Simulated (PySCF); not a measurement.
## How good is the calculation?

Molfile (atoms numbered from 1):
```
C10H8S
     RDKit          3D

 19 20  0  0  0  0  0  0  0  0999 V2000
   -3.1515    0.2493    0.0384 C   0  0  0  0  0  0  0  0  0  0  0  0
   -2.4214    0.9264    1.0014 C   0  0  0  0  0  0  0  0  0  0  0  0
   -1.0436    0.8412    1.0158 C   0  0  0  0  0  0  0  0  0  0  0  0
   -0.3618    0.0767    0.0666 C   0  0  0  0  0  0  0  0  0  0  0  0
    1.0850   -0.0077    0.0889 C   0  0  0  0  0  0  0  0  0  0  0  0
    1.9241   -0.6961   -0.7463 C   0  0  0  0  0  0  0  0  0  0  0  0
    3.2875   -0.5482   -0.4238 C   0  0  0  0  0  0  0  0  0  0  0  0
    3.4851    0.2511    0.6556 C   0  0  0  0  0  0  0  0  0  0  0  0
    2.0084    0.8405    1.3003 S   0  0  0  0  0  0  0  0  0  0  0  0
   -1.1109   -0.6005   -0.8994 C   0  0  0  0  0  0  0  0  0  0  0  0
   -2.4891   -0.5130   -0.9097 C   0  0  0  0  0  0  0  0  0  0  0  0
   -4.2293    0.3149    0.0264 H   0  0  0  0  0  0  0  0  0  0  0  0
   -2.9292    1.5236    1.7447 H   0  0  0  0  0  0  0  0  0  0  0  0
   -0.4791    1.3712    1.7699 H   0  0  0  0  0  0  0  0  0  0  0  0
    1.5862   -1.2956   -1.5720 H   0  0  0  0  0  0  0  0  0  0  0  0
    4.0849   -1.0170   -0.9732 H   0  0  0  0  0  0  0  0  0  0  0  0
    4.4095    0.5346    1.1184 H   0  0  0  0  0  0  0  0  0  0  0  0
   -0.6120   -1.1985   -1.6459 H   0  0  0  0  0  0  0  0  0  0  0  0
   -3.0525   -1.0437   -1.6635 H   0  0  0  0  0  0  0  0  0  0  0  0
  1  2  2  0
  2  3  1  0
  3  4  2  0
  4  5  1  0
  5  6  2  0
  6  7  1  0
  7  8  2  0
  8  9  1  0
  4 10  1  0
 10 11  2  0
 11  1  1  0
  9  5  1  0
  1 12  1  0
  2 13  1  0
  3 14  1  0
  6 15  1  0
  7 16  1  0
  8 17  1  0
 10 18  1  0
 11 19  1  0
M  END
```

Published estimates (parent shift plus substituent increments) and measurements: δ 1H H16 7.37; H17 7.36; H15 7.20 ppm (estimated from measurements, as parent shift plus tabulated substituent increment; solution, not stated per compound (mostly CDCl3 or CCl4); Pretsch, Buehlmann, Badertscher, Structure Determination of Organic Compounds, 4th ed. (2009)).

[PySCF 2.14: geometry from GFN2-xTB; shieldings: GIAO PBE0/pcSseg-1; no solvent; equivalent nuclei averaged; one conformer; relativity neglected]

**Question.** Set the calculated values beside the experiment.

**Answer.** 
Reference values: estimated from measurements, as parent shift plus tabulated substituent increment (solution, not stated per compound (mostly CDCl3 or CCl4); Pretsch, Buehlmann, Badertscher, Structure Determination of Organic Compounds, 4th ed. (2009)).
```tsv
atoms	quantity	reference	computed	computed, scaled
H16	δ 1H	7.37	7.19	6.88
H17	δ 1H	7.36	7.10	6.79
H15	δ 1H	7.20	7.68	7.34
```

Computed shifts are σ(ref) − σ with the named reference compound (TMS for H and C) calculated as an isolated molecule at the same level. The measured values may be among those fitted. Shieldings were converted by linear fits to measured shifts (mostly CDCl3, TMS scale, for H and C): 1H (scatter 0.17 ppm rms, 0.18 ppm with the 4 outliers that the fit left out). Occasional misses reach two or three times the rms, and more in compound classes unlike the fitted ones.

**Question.** How far are the unscaled 1H shifts from the references?

**Answer.** Mean signed difference +0.01 ppm, mean absolute 0.31 ppm over 3 comparisons; the largest is +0.48 ppm at H15 (hydrogen on an aromatic CH).
